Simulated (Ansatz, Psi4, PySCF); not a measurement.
C3H6Cl, doublet, at a GFN2-xTB geometry. Base run: B3LYP5/6-311G** in PySCF.

Geometry (Å):
```xyz
10

C     -1.1271     0.5483    -1.1206
C      0.0586     0.0165    -0.4071
C      1.4391     0.4290    -0.7561
Cl    -0.1950    -0.5681     1.1869
H     -1.3752     1.5682    -0.7998
H     -0.9303     0.5777    -2.1909
H     -2.0014    -0.0733    -0.9361
H      2.1674    -0.2671    -0.3440
H      1.6800     1.4262    -0.3659
H      1.5509     0.4623    -1.8385
```
Charge 0, spin multiplicity 2.
Orbitals are unrestricted.
All else is at PySCF's defaults.

The same geometry, method and basis name were run in Ansatz (a quantum-chemistry and plane-wave program) and Psi4 and PySCF, at each program's defaults and at the settings that a row names. The base is PySCF at its defaults. Differences at the defaults can come from grids, fitting, cores and function types together.

| code and settings | ΔE vs base (µEh) | basis functions | E (Eh) | SCF cycles | dipole (D) |
|---|---|---|---|---|---|
| PySCF, defaults (exact integrals, its default grid, spherical functions) | 0.0 | 116 | -577.99123 | 11 | 1.77 |
| Psi4, defaults (density fitting with its default set, its default grid, spherical functions) | -40.8 | 116 | -577.99127 | 9 | 1.78 |
| Ansatz, defaults (factorised integrals, its default grid, Cartesian functions) | -891 | 117 | -577.99212 | - | - |
| PySCF, density fitting with def2-universal-jkfit | -85.8 | 116 | -577.99132 | 11 | 1.77 |
| PySCF, fine grid | 0.1 | 116 | -577.99123 | 11 | 1.77 |
| Psi4, exact integrals, spherical functions, fine grid | 0.5 | 116 | -577.99123 | 13 | 1.77 |
| Ansatz, high accuracy, Cartesian functions as the basis file defines them | -897 | 117 | -577.99213 | - | - |

Open shells are given as the SCF converged; they aren't shown to be the lowest states, and a large step between rows can be another state.
